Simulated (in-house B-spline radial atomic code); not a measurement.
The numbers below are computed, except where a source is named.
## Correlation energy from the adiabatic connection: −Z/r, Z = 1.55

Two electrons in a singlet, external potential −Z/r, Z = 1.55 (atomic units). Full CI in B-splines (partial waves to l = 8, correlation up to 0.6 % small) with the density held fixed gives W(λ) = <V_ee>_λ − U, and E_c is the integral of W(λ) − W(0) from 0 to 1.

```tsv
λ	W(λ) − W(0) (hartree)
0	0.00000
0.02	-0.00197
0.05	-0.00488
0.12	-0.01146
0.25	-0.02297
0.4	-0.03518
0.6	-0.04992
0.8	-0.06313
1	-0.07501
```

**Question.** Integrate the table by the trapezoid rule.

**Answer.** The strips give -0.00002, -0.00010, -0.00057, -0.00224, -0.00436, -0.00851, -0.01131, -0.01381, which sum to -0.04092 hartree. The direct value, W(1) − W(0) + T_c with T_c = 0.03399, is -0.04102; the curve is convex, so chords lie above it and the trapezoids fall short in size by 0.23 %.

**Question.** Now use only three numbers: W(0) = -0.74122, the initial slope W'(0) = -0.09915 (extrapolated from the first points) and the strong-coupling limit of the point-charge-plus-continuum model, W∞ = -1.0611. What do second-order theory and the interpolation W(λ) = W∞ + (W(0) − W∞)/√(1 + 2χλ) of Seidl, Perdew and Levy give?

**Answer.** Second order keeps the slope alone: E_c = W'(0)/2 = -0.04958, +21 % in size against -0.04102. Matching the slope fixes χ = W'(0)/(W∞ − W(0)) = -0.09915/(-0.31988) = 0.30996. Integrating, with s = √(1 + 2χ) = 1.272761, E_c = −(W(0) − W∞)(s − 1)/(s + 1) = −0.31988 × 0.272761/2.272761 = -0.03839 hartree, -6.4 % in size against the full result. At λ = 1 the formula gives W − W(0) = -0.06855 against -0.07501. Part of the miss can come from the model's W∞.
